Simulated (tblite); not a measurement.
A geometry optimisation, step by step.

Species: C5H4BrCl2F.
Atom-mapped SMILES: `[F:1][C@@H:2]1/[C:3](=[CH:4]\[CH:5]([Cl:6])[Cl:7])[C@@H:8]1[Br:9]` (hydrogens: H10 on C2; H11 on C4; H12 on C5; H13 on C8)

Computed with GFN2-xTB (tblite), gas phase: L-BFGS steps from a force-field or distance-geometry start until the largest atomic force falls under 0.01 eV/Å. 9 of its 34 geometries are shown.

Step 0: E = -832.1548 eV, largest atomic force 2.512 eV/Å
```
atom  x, y, z in Å  |  force x, y, z in eV/Å
F1     -1.513    1.211   -1.431   -0.192   0.043   0.472
C2     -1.348    0.872   -0.115   -0.971   0.250  -0.255
C3     -0.450   -0.193    0.182    2.487  -0.335   0.115
C4      0.794   -0.588    0.213    0.660  -1.004   0.244
C5      1.956    0.254   -0.164   -0.299   0.168  -0.303
Cl6     2.937   -0.595   -1.383    0.083  -0.051  -0.029
Cl7     2.933    0.612    1.269    0.132   0.009   0.189
C8     -1.809   -0.531    0.385   -1.157   0.622   0.262
Br9    -2.593   -1.728   -0.876   -0.302  -0.210  -0.035
H10    -1.402    1.720    0.556   -0.287   0.161  -0.166
H11     1.005   -1.615    0.534    0.106   0.415  -0.139
H12     1.643    1.208   -0.604    0.050  -0.048   0.055
H13    -2.156   -0.626    1.415   -0.310  -0.021  -0.409
```

Step 4: E = -832.3017 eV, largest atomic force 0.342 eV/Å
```
atom  x, y, z in Å  |  force x, y, z in eV/Å
F1     -1.534    1.217   -1.409   -0.171   0.031   0.065
C2     -1.368    0.865   -0.109    0.170   0.239  -0.087
C3     -0.407   -0.192    0.193   -0.012   0.022   0.087
C4      0.829   -0.615    0.216    0.113  -0.272   0.065
C5      1.963    0.254   -0.177    0.062  -0.008   0.009
Cl6     2.946   -0.596   -1.386    0.135   0.013  -0.065
Cl7     2.941    0.614    1.277    0.057   0.009  -0.020
C8     -1.821   -0.491    0.379   -0.061  -0.315   0.102
Br9    -2.613   -1.737   -0.872   -0.091   0.057   0.109
H10    -1.427    1.729    0.542   -0.211   0.105  -0.008
H11     1.032   -1.630    0.538    0.218   0.099  -0.056
H12     1.641    1.209   -0.602    0.028  -0.073   0.027
H13    -2.186   -0.624    1.393   -0.238   0.095  -0.227
```

Step 8: E = -832.3381 eV, largest atomic force 0.114 eV/Å
```
atom  x, y, z in Å  |  force x, y, z in eV/Å
F1     -1.568    1.225   -1.397    0.070  -0.038  -0.008
C2     -1.354    0.872   -0.103   -0.075  -0.078   0.018
C3     -0.393   -0.194    0.212   -0.014  -0.022  -0.018
C4      0.845   -0.634    0.218   -0.040   0.106  -0.014
C5      1.977    0.244   -0.179    0.013  -0.028   0.013
Cl6     2.972   -0.591   -1.397    0.046   0.049   0.029
Cl7     2.955    0.616    1.275    0.038  -0.021  -0.051
C8     -1.813   -0.496    0.376   -0.006   0.052   0.026
Br9    -2.638   -1.734   -0.856   -0.012   0.020  -0.029
H10    -1.471    1.745    0.534   -0.015  -0.103   0.032
H11     1.083   -1.640    0.536    0.022   0.043  -0.035
H12     1.645    1.197   -0.598    0.039  -0.052  -0.006
H13    -2.244   -0.608    1.360   -0.064   0.072   0.043
```

Step 12: E = -832.3440 eV, largest atomic force 0.096 eV/Å
```
atom  x, y, z in Å  |  force x, y, z in eV/Å
F1     -1.560    1.218   -1.398    0.018  -0.014  -0.009
C2     -1.362    0.864   -0.102    0.021   0.018  -0.010
C3     -0.397   -0.197    0.214   -0.013  -0.003   0.057
C4      0.844   -0.626    0.217    0.015  -0.047  -0.006
C5      1.982    0.240   -0.178    0.002   0.049  -0.037
Cl6     2.987   -0.583   -1.394    0.022  -0.026  -0.008
Cl7     2.966    0.611    1.267    0.034  -0.009   0.032
C8     -1.819   -0.497    0.382   -0.045  -0.034  -0.011
Br9    -2.644   -1.728   -0.858   -0.012  -0.005  -0.001
H10    -1.482    1.729    0.542   -0.021  -0.001   0.021
H11     1.093   -1.630    0.528   -0.026  -0.032   0.012
H12     1.653    1.189   -0.601    0.005   0.088  -0.038
H13    -2.265   -0.590    1.363   -0.001   0.018  -0.003
```

Step 16: E = -832.3454 eV, largest atomic force 0.033 eV/Å
```
atom  x, y, z in Å  |  force x, y, z in eV/Å
F1     -1.554    1.215   -1.398    0.029  -0.006   0.015
C2     -1.362    0.862   -0.102    0.006  -0.007   0.016
C3     -0.399   -0.199    0.222    0.011   0.001   0.000
C4      0.844   -0.627    0.215   -0.006   0.019  -0.005
C5      1.983    0.245   -0.182   -0.005  -0.004   0.003
Cl6     2.993   -0.583   -1.393   -0.021   0.005   0.011
Cl7     2.972    0.609    1.267   -0.022  -0.005  -0.023
C8     -1.823   -0.499    0.382    0.020   0.008   0.003
Br9    -2.648   -1.728   -0.859   -0.005  -0.009   0.007
H10    -1.489    1.725    0.545   -0.013   0.001  -0.013
H11     1.093   -1.632    0.527   -0.004   0.005  -0.009
H12     1.657    1.197   -0.605    0.018  -0.003   0.007
H13    -2.272   -0.583    1.363   -0.007  -0.005  -0.011
```

Step 21: E = -832.3459 eV, largest atomic force 0.025 eV/Å
```
atom  x, y, z in Å  |  force x, y, z in eV/Å
F1     -1.543    1.212   -1.397    0.009   0.008  -0.022
C2     -1.361    0.861   -0.099   -0.003   0.005  -0.008
C3     -0.398   -0.198    0.226   -0.012  -0.005   0.016
C4      0.844   -0.625    0.214    0.005  -0.006   0.001
C5      1.982    0.246   -0.183   -0.009  -0.002   0.006
Cl6     2.990   -0.584   -1.393    0.003  -0.012  -0.021
Cl7     2.970    0.607    1.264    0.010   0.006   0.022
C8     -1.822   -0.500    0.382   -0.003  -0.003   0.001
Br9    -2.650   -1.730   -0.856    0.009  -0.004   0.002
H10    -1.495    1.725    0.545   -0.007   0.013   0.011
H11     1.092   -1.631    0.524    0.006   0.006  -0.014
H12     1.662    1.200   -0.606   -0.009  -0.003  -0.001
H13    -2.276   -0.583    1.360    0.001  -0.004   0.009
```

Step 25: E = -832.3461 eV, largest atomic force 0.012 eV/Å
```
atom  x, y, z in Å  |  force x, y, z in eV/Å
F1     -1.534    1.212   -1.398   -0.002   0.001   0.006
C2     -1.361    0.862   -0.098    0.006   0.001   0.001
C3     -0.399   -0.197    0.231    0.003   0.001   0.002
C4      0.844   -0.624    0.214   -0.003  -0.001   0.001
C5      1.982    0.246   -0.183    0.000   0.001   0.002
Cl6     2.987   -0.585   -1.395   -0.006   0.005   0.008
Cl7     2.970    0.607    1.266    0.003  -0.004  -0.008
C8     -1.823   -0.500    0.383   -0.002   0.006   0.000
Br9    -2.648   -1.733   -0.854    0.011  -0.005  -0.003
H10    -1.500    1.726    0.545   -0.004  -0.004  -0.006
H11     1.093   -1.631    0.519   -0.001  -0.006  -0.004
H12     1.663    1.201   -0.606   -0.006  -0.003   0.001
H13    -2.278   -0.584    1.361    0.001   0.008   0.001
```

Step 29: E = -832.3462 eV, largest atomic force 0.012 eV/Å
```
atom  x, y, z in Å  |  force x, y, z in eV/Å
F1     -1.531    1.212   -1.398    0.003  -0.003  -0.002
C2     -1.360    0.863   -0.098   -0.012   0.000   0.002
C3     -0.399   -0.197    0.234    0.000   0.006  -0.005
C4      0.843   -0.625    0.215    0.002  -0.004   0.003
C5      1.981    0.247   -0.182   -0.002  -0.002  -0.006
Cl6     2.984   -0.585   -1.395    0.003  -0.001  -0.005
Cl7     2.971    0.606    1.265    0.002   0.001   0.000
C8     -1.823   -0.499    0.383    0.005  -0.010  -0.001
Br9    -2.644   -1.736   -0.854    0.009   0.002   0.004
H10    -1.503    1.727    0.544    0.004   0.006   0.006
H11     1.094   -1.633    0.515   -0.005  -0.005   0.004
H12     1.661    1.200   -0.606   -0.004   0.005   0.006
H13    -2.279   -0.581    1.361   -0.006   0.006  -0.006
```

Step 33: E = -832.3463 eV, largest atomic force 0.009 eV/Å
```
atom  x, y, z in Å  |  force x, y, z in eV/Å
F1     -1.528    1.212   -1.398   -0.001  -0.001   0.001
C2     -1.361    0.863   -0.097    0.008   0.001  -0.001
C3     -0.399   -0.196    0.235    0.001   0.000   0.005
C4      0.843   -0.625    0.215   -0.001   0.003  -0.004
C5      1.980    0.246   -0.183    0.004  -0.001   0.001
Cl6     2.983   -0.585   -1.396    0.000   0.003  -0.007
Cl7     2.972    0.606    1.264   -0.001   0.000  -0.002
C8     -1.823   -0.499    0.383   -0.003   0.007   0.001
Br9    -2.639   -1.737   -0.854    0.001  -0.005  -0.003
H10    -1.505    1.728    0.544    0.002  -0.004   0.000
H11     1.092   -1.634    0.514   -0.006   0.004   0.005
H12     1.659    1.200   -0.604    0.001  -0.003   0.003
H13    -2.280   -0.578    1.360   -0.005  -0.003   0.000
```

Q: Summarise the path.

A: The energy falls by 0.1914 eV from step 0 to step 33; nine tenths of that is first reached at step 6. It falls at every step. The largest force goes from 2.512 to 0.009 eV/Å. Among the bonds C3–C8 changes most, from 1.414 to 1.464 Å; the atoms move by 0.068 Å rms after alignment.

The cost below is that of the whole relaxation. On one thread of an Arm Neoverse V1, no GPU, on a shared host, this took 0.3 s.
